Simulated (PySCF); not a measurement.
Numbering as in the mapped SMILES `[N:1]#[C:2][CH2:3][c:4]1[cH:5][cH:6][cH:7][cH:8][cH:9]1` (H(Xn): hydrogen on atom n).

GIAO PBE0/pcSseg-1 shifts (PySCF 2.14, gas phase, non-relativistic, equivalent atoms averaged), each against references optimised in the same way as the molecule (NH3, TMS).

On the GFN2-xTB geometry: N1 303.2, C4 138.2, C6/C8 135.3, C5/C9 134.8, C7 133.9, C2 122.4, C3 25.5, H(C6)/H(C8) 7.75, H(C7) 7.68, H(C5)/H(C9) 7.62, H(C3) 3.44 ppm.

Question: What changes on the PBE0-D3(BJ)/def2-SVP geometry?

Answer: 
| atoms | δ (ppm) | change |
| --- | --- | --- |
| N1 | 306.7 | +3.5 |
| C4 | 136.7 | -1.5 |
| C6/C8 | 135.1 | -0.2 |
| C5/C9 | 135.3 | +0.5 |
| C7 | 134.2 | +0.3 |
| C2 | 122.3 | -0.1 |
| C3 | 25.2 | -0.3 |
| H(C6)/H(C8) | 7.56 | -0.19 |
| H(C7) | 7.50 | -0.18 |
| H(C5)/H(C9) | 7.43 | -0.19 |
| H(C3) | 3.25 | -0.19 |

Bonds between heavy atoms that differ most (equivalent bonds averaged): C2–C3 1.443 → 1.461 Å, N1–C2 1.143 → 1.157 Å, C6–C7 1.384 → 1.394 Å, C5–C6 1.384 → 1.393 Å, C4–C5 1.388 → 1.397 Å. Mean change of bonds to hydrogen: C–H +0.011 Å. The two structures also differ in conformation, which adds to the changes.
